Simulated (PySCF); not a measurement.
**Stationary points of BiH₄⁻**

All numbers come from PBE0 in PySCF with Bi def2-TZVPD with ECP60, H def2-TZVPD; scalar-relativistic core potentials, no spin–orbit coupling; density-fitted integrals.

Relaxations began from a few typed shapes. The search is not exhaustive: other isomers or separated fragments can lie lower, and high-lying points may rest on an excited occupation.

(1) Which is the lowest minimum found?
A. singlet Td: Bi–H 2.047 Å (×4); H–Bi–H 109.5° (×6)
B. singlet C2v: Bi–H 1.791 Å (×2), Bi–H 2.127 Å (×2); H–Bi–H 84.8° (×4), H–Bi–H 94.2°, H–Bi–H 164.6°

Results:

(1) B. The others lie at 109.3 (singlet Td, a saddle point) kJ/mol above it.

Counting electrons, bismuth keeps 2 of its valence electrons outside its bonds, so the VSEPR class is AX4E1 and the expected shape is see-saw (C2v), as computed.

For the lowest minimum: the lowest empty level of this anion is unbound, so it and the gap depend on the basis. No spin–orbit coupling is included, which matters more the heavier the element.
